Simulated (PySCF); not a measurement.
Si(H)(OH)2(SiMe3), SMILES C[Si](C)(C)[SiH](O)O, singlet at its GFN2-xTB optimised geometry (Å):

```
19

Si    -1.2275    -1.8150    -1.8075
O     -0.7759    -3.3536    -1.4781
O     -0.6609    -1.3348    -3.2674
Si    -0.3461    -0.6793     0.0000
C      1.5761    -0.6793     0.0000
C     -0.9218    -1.4523     1.6498
C     -0.8967     1.1532     0.0000
H     -2.6519    -1.7707    -2.1360
H     -0.9392    -4.0629    -2.0952
H      0.2700    -1.2201    -3.4339
H      1.9667    -1.6926    -0.0342
H      1.9762    -0.2053     0.8926
H      1.9772    -0.1443    -0.8575
H     -2.0019    -1.4000     1.7525
H     -0.4866    -0.9436     2.5056
H     -0.6402    -2.4990     1.7093
H     -0.5835     1.6663    -0.9045
H     -1.9772     1.2400     0.0634
H     -0.4765     1.6926     0.8435
```

Computed with PySCF 2.14.0 with CAM-B3LYP/def2-SVP. Cells within 0.4 Å of a nucleus heavier than hydrogen are left out (blank, or x).

Map of the log10 of the electron density (e/bohr³), floored at −4 on the plane z = 1.5 Å:

```
|00000000000000000000000000000|
|00000000000000000000000000000|
|00000000000000000000000000000|
|00000000001111100000000000000|
|00000000122333221000000000000|
|00000001233444332100000000000|
|00000012334555542100000000000|
|00000122345666543200000000000|
|00001223445666653210000000000|
|00001223445666653211110000000|
|00001233445666543222222110000|
|00001223345555443333333321000|
|00001223344554443344554432000|
|00001223344555444445665542100|
|00001234455555544456666543100|
|00012345566776655556776543200|
|00123556778887665556666543100|
|00134677889998765555665542100|
|00235689999x99765444554432100|
|0024578999xxx9765444443321000|
|0023568899xx99765433333221000|
|00134577889998764332222210000|
|00123456789998764322221100000|
|00012345678998754211110000000|
|00001234567887653210000000000|
|00000123456666543100000000000|
|00000012334554432000000000000|
|00000000123333210000000000000|
|00000000011221100000000000000|
```
Scale: ten equal steps from -4.00 (start of '0') to -0.588 (end of '9'), in the order '0123456789'; x runs from -4.00 to 4.00, y from -4.00 (bottom) to 4.00 (top).
